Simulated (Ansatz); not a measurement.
Ansatz (an electronic-structure program) input for CH3BrF2Ge, SMILES [Ge]([F])([F])([CH3])[Br], PBE-D3(BJ)/def2-SVP. 

Ansatz 0.2 input:
```yaml
crystal:
  periodic: [false, false, false]
  atoms:
    - {symbol: C, position_ang: [-1.68170224, -1.55418688, -0.00000000]}
    - {symbol: Ge, position_ang: [0.03209078, -0.66823064, 0.00000000]}
    - {symbol: F, position_ang: [0.98411497, -1.14903790, 1.36646734]}
    - {symbol: F, position_ang: [0.98411497, -1.14903789, -1.36646735]}
    - {symbol: Br, position_ang: [-0.07579732, 1.61565882, 0.00000000]}
    - {symbol: H, position_ang: [-2.23985061, -1.25782141, 0.89868571]}
    - {symbol: H, position_ang: [-2.23985061, -1.25782141, -0.89868571]}
    - {symbol: H, position_ang: [-1.51815369, -2.64123213, -0.00000001]}
basis:
  gaussian:
    orbitals: def2-SVP
hamiltonian:
  xc: pbe
  dispersion: d3bj
relax: {f_tol: 0.002, max_steps: 200}
```

It prints:

```
WARN ansatz: RAYON_NUM_THREADS=1 ignored (pool sized by the plan → 1); use --threads N
Functional definition: PBE
integrals: 0.07 GiB planned
1324 factors; their error is unknown
mean field: 0.36 GiB planned
mean field evaluation 1: about -133032.1538 eV, gradient 7.0e1 eV
mean field evaluation 2: about -133010.2594 eV, gradient 1.3e2 eV
mean field evaluation 4: about -133041.3993 eV, gradient 8.7e0 eV
mean field evaluation 8: about -133041.5602 eV, gradient 1.6e-1 eV
mean field evaluation 16: about -133041.4473 eV, gradient 1.2e-4 eV
mean field -133041.44733597 eV, -4889.1830108649 hartree, gradient 2.7e-5 eV, S^2 0.000000; 0 other end points of the search recorded, 0 dependent functions left out
the calculation of the forces begins
reference -133041.44736975 eV, -4889.1830121064 hartree; 47, 47 occupied and 74, 74 virtual orbitals, 1324 factors
relax step   1: F+E_penalty+E_count = -133041.61414465 eV  Δ(F+E_penalty+E_count) = +0.000e0 eV  max|allowed force component| = 3.086e-1 eV/Å  Δτ_max = 0.0000 Å  (29 SCF iters, accepted)
these checks for a lower state are left out or cut short: starts, cluster_reference, orbital_swaps, neighbouring_geometries, increment
integrals: 0.07 GiB planned
1324 factors; their error is unknown
mean field: 0.37 GiB planned
mean field -133041.45608022 eV, -4889.1833322102 hartree, gradient 1.4e-5 eV, S^2 0.000000; 0 other end points of the search recorded, 0 dependent functions left out
the calculation of the forces begins
reference -133041.45611401 eV, -4889.1833334519 hartree; 47, 47 occupied and 74, 74 virtual orbitals, 1324 factors
relax step   2: F+E_penalty+E_count = -133041.62223399 eV  Δ(F+E_penalty+E_count) = -8.089e-3 eV  max|allowed force component| = 1.594e-1 eV/Å  Δτ_max = 0.0174 Å  (31 SCF iters, accepted)
these checks for a lower state are left out or cut short: starts, cluster_reference, orbital_swaps, neighbouring_geometries, increment
integrals: 0.07 GiB planned
1324 factors; their error is unknown
mean field: 0.37 GiB planned
mean field evaluation 32: about -133041.4575 eV, gradient 3.9e-4 eV
mean field -133041.45745998 eV, -4889.1833829157 hartree, gradient 1.5e-5 eV, S^2 0.000000; 0 other end points of the search recorded, 0 dependent functions left out
the calculation of the forces begins
reference -133041.45749378 eV, -4889.1833841576 hartree; 47, 47 occupied and 74, 74 virtual orbitals, 1324 factors
relax step   3: F+E_penalty+E_count = -133041.62340753 eV  Δ(F+E_penalty+E_count) = -1.174e-3 eV  max|allowed force component| = 6.023e-2 eV/Å  Δτ_max = 0.0114 Å  (31 SCF iters, accepted)
these checks for a lower state are left out or cut short: starts, cluster_reference, orbital_swaps, neighbouring_geometries, increment
integrals: 0.07 GiB planned
1324 factors; their error is unknown
mean field: 0.37 GiB planned
mean field -133041.45760611 eV, -4889.1833882856 hartree, gradient 1.4e-5 eV, S^2 0.000000; 0 other end points of the search recorded, 0 dependent functions left out
the calculation of the forces begins
reference -133041.45763988 eV, -4889.1833895266 hartree; 47, 47 occupied and 74, 74 virtual orbitals, 1324 factors
relax step   4: F+E_penalty+E_count = -133041.62358515 eV  Δ(F+E_penalty+E_count) = -1.776e-4 eV  max|allowed force component| = 6.769e-3 eV/Å  Δτ_max = 0.0050 Å  (31 SCF iters, accepted)
these checks for a lower state are left out or cut short: starts, cluster_reference, orbital_swaps, neighbouring_geometries, increment
integrals: 0.07 GiB planned
1324 factors; their error is unknown
mean field: 0.36 GiB planned
mean field -133041.45759984 eV, -4889.1833880553 hartree, gradient 3.1e-5 eV, S^2 0.000000; 0 other end points of the search recorded, 0 dependent functions left out
the calculation of the forces begins
reference -133041.45763361 eV, -4889.1833892964 hartree; 47, 47 occupied and 74, 74 virtual orbitals, 1324 factors
relax step   5: F+E_penalty+E_count = -133041.62359093 eV  Δ(F+E_penalty+E_count) = -5.787e-6 eV  max|allowed force component| = 2.200e-3 eV/Å  Δτ_max = 0.0008 Å  (20 SCF iters, accepted)
these checks for a lower state are left out or cut short: starts, cluster_reference, orbital_swaps, neighbouring_geometries, increment
integrals: 0.07 GiB planned
1324 factors; their error is unknown
mean field: 0.37 GiB planned
mean field -133041.45760133 eV, -4889.1833881101 hartree, gradient 6.9e-6 eV, S^2 0.000000; 0 other end points of the search recorded, 0 dependent functions left out
the calculation of the forces begins
reference -133041.45763510 eV, -4889.1833893512 hartree; 47, 47 occupied and 74, 74 virtual orbitals, 1324 factors
relax step   6: F+E_penalty+E_count = -133041.62359113 eV  Δ(F+E_penalty+E_count) = -1.918e-7 eV  max|allowed force component| = 2.587e-4 eV/Å  Δτ_max = 0.0001 Å  (19 SCF iters, accepted)
integrals: 0.07 GiB planned
1324 factors; their error is unknown
mean field: 0.37 GiB planned
mean field evaluation 64: about -133041.5706 eV, gradient 4.4e-2 eV
mean field -133041.45760133 eV, -4889.1833881101 hartree, gradient 1.4e-5 eV, S^2 0.000000; 1 other end points of the search recorded, 0 dependent functions left out
the calculation of the forces begins
reference -133041.45763510 eV, -4889.1833893512 hartree; 47, 47 occupied and 74, 74 virtual orbitals, 1324 factors
Total energy: -133041.62362490 eV, -4889.1894893636 hartree
Atom 0 at    -1.684220    -1.555647    -0.000000 Å, force     0.000030     0.000073     0.000000 eV/Å
Atom 1 at     0.035650    -0.667180    -0.000000 Å, force    -0.000259    -0.000086    -0.000000 eV/Å
Atom 2 at     0.992359    -1.153821     1.377523 Å, force     0.000016    -0.000011     0.000104 eV/Å
Atom 3 at     0.992359    -1.153821    -1.377523 Å, force     0.000016    -0.000011    -0.000104 eV/Å
Atom 4 at    -0.080289     1.629829     0.000000 Å, force     0.000078     0.000098    -0.000000 eV/Å
Atom 5 at    -2.245052    -1.255514     0.904704 Å, force     0.000060    -0.000087    -0.000092 eV/Å
Atom 6 at    -2.245052    -1.255514    -0.904704 Å, force     0.000060    -0.000087     0.000092 eV/Å
Atom 7 at    -1.520788    -2.650042    -0.000000 Å, force     0.000001     0.000111    -0.000000 eV/Å
Dipole moment:    -0.633509    -0.154619     0.000000 e Å
```

The calculation finished and met its thresholds.
